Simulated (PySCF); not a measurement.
Isomers of C7H13F. Computed, not measured: PySCF, TDDFT wB97X-D/def2-SVPD, vertical, gas phase, core orbitals frozen in the response. Geometries: PBE0-D3(BJ)/def2-SVP; one conformer of each isolated species. Triplets are in the Tamm–Dancoff approximation. 'Strongest' means the level of largest summed f among the lowest 10 singlets; it needn't be the same kind of state in each.

Problem. Rank by computed energy of the strongest computed level, highest first.
A. `C=C(F)C[C@H](C)CC`
B. `C[C@@H]1[C@@H](C)CC[C@@H]1F`
C. `CC(C)=C(C)CCF`
D. `CCC/C(C)=C/CF`
E. `CC(C)(C)[C@@H]1C[C@@H]1F`
F. `C[C@@H]1[C@H](C)CC[C@@H]1F`

Solution. B (9.74 eV), F (9.55 eV), E (9.39 eV), A (7.24 eV), D (6.95 eV), C (6.77 eV).

```json
{"SMILES": "C[C@@H]1[C@@H](C)CC[C@@H]1F", "strongest (eV)": "9.74", "T1 (eV)": "8.62", "first f ≥ 0.01 (nm)": "139", "HOMO (eV)": "-10.48", "S1 (eV)": "8.78", "S1 mainly": "H→L (84%)"}
{"SMILES": "C[C@@H]1[C@H](C)CC[C@@H]1F", "strongest (eV)": "9.55", "T1 (eV)": "8.35", "first f ≥ 0.01 (nm)": "145", "HOMO (eV)": "-10.41", "S1 (eV)": "8.53", "S1 mainly": "H→L (89%)"}
{"SMILES": "CC(C)(C)[C@@H]1C[C@@H]1F", "strongest (eV)": "9.39", "T1 (eV)": "7.57", "first f ≥ 0.01 (nm)": "143", "HOMO (eV)": "-9.78", "S1 (eV)": "7.77", "S1 mainly": "H→L (65%)"}
{"SMILES": "C=C(F)C[C@H](C)CC", "strongest (eV)": "7.24", "T1 (eV)": "4.51", "first f ≥ 0.01 (nm)": "171", "HOMO (eV)": "-9.16", "S1 (eV)": "7.24", "S1 mainly": "H→L (73%)"}
{"SMILES": "CCC/C(C)=C/CF", "strongest (eV)": "6.95", "T1 (eV)": "4.32", "first f ≥ 0.01 (nm)": "178", "HOMO (eV)": "-8.97", "S1 (eV)": "6.95", "S1 mainly": "H→L (92%)"}
{"SMILES": "CC(C)=C(C)CCF", "strongest (eV)": "6.77", "T1 (eV)": "4.08", "first f ≥ 0.01 (nm)": "193", "HOMO (eV)": "-8.37", "S1 (eV)": "6.42", "S1 mainly": "H→L (90%)"}
```

H and L stand for HOMO and LUMO.
